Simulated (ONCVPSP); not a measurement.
# vanadium (V): ONCV pseudisation with PBE, scalar-relativistic reference atom.

vanadium (V), optimised norm-conserving Vanderbilt (ONCV), made with ONCVPSP 4.0.1 (PBE, scalar-relativistic). Core [Ne], reference 3s2 3p6 3d3 4s2. Waves: 3s+4s: rc 1.40 bohr, ncon 3, nbas 6, qcut 7.4 1/bohr, 2 projectors; 3p: rc 0.90 bohr, ncon 4, nbas 9, qcut 9.1 1/bohr, 2 projectors, debl 1 Ha; 3d: rc 1.65 bohr, ncon 4, nbas 9, qcut 8.2 1/bohr, 1 projector. Local part: polynomial inside 0.65 bohr (lpopt 4, dvloc0 0 Ha). Core correction: Teter function, fcfact 5.75, rcfact 1.2.

In the p channel the program set the typed energies aside and used -1.618, 0.250 Ha.

- Cutoffs needed: 39 Ha and 188 Ha (the cutoffs (Ha) at which the residual kinetic energy of the hardest occupied pseudo-wave falls to 1 and 0.1 mHa per electron)
- Ghost test: no bound ghost flagged; GHOST(+) flagged for s at 229.9 eV
- Largest excitation error: +24 meV (all-electron minus pseudo) for 3s2 3p6 3d2 4s0, out of 4 test configurations
- rms error of d²Exc/dni dnj: 1.77 mHa without and 1.05 mHa with the model core
